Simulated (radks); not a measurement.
Values are calculated unless marked as measured or tabulated.
Valence configurations of the chromium ion Cr2+ (all share [Ar]). Level of theory: non-relativistic Kohn-Sham, r2SCAN, spin-polarised, spherical densities, point nucleus; open shells are filled with parallel spins first; meta-GGA in the generalised Kohn-Sham scheme (a radial shooting solver on a logarithmic mesh with Libxc functionals). Energies are relative to 3d4; eigenvalues in eV for spin up.

\begin{tabular}{lrrrrr}
valence & E (eV) & moment (Bohr magnetons) & e(3d) & e(4p) & e(4s) \\ \hline
3d4 & 0.000 & 4 & -24.465 & - & - \\
3d3.5 4s0.5 & 3.377 & 4 & -27.348 & - & -20.027 \\
3d3.5 4p0.5 & 6.115 & 4 & -27.880 & -14.745 & - \\
3d3 4s1 & 7.360 & 4 & -30.298 & - & -21.611 \\
3d3 4p1 & 13.176 & 4 & -31.360 & -16.225 & - \\
3d2 4s2 & 20.325 & 2 & -36.541 & - & -23.170 \\
3d2 4s1 4p1 & 24.215 & 4 & -37.537 & -18.341 & -24.742 \\
3d2 4s0.5 4p1.5 & 27.401 & 4 & -38.048 & -18.590 & -24.933 \\
3d1 4s1 4p2 & 45.976 & 4 & -45.073 & -20.675 & -27.590 \\
4s2 4p2 & 69.815 & 2 & - & -21.985 & -29.249 \\
\end{tabular}

NIST lists [Ar] 3d4 as the ground configuration; this level of theory agrees among the configurations tried. The energies are those of spherical high-spin densities, not of single terms.
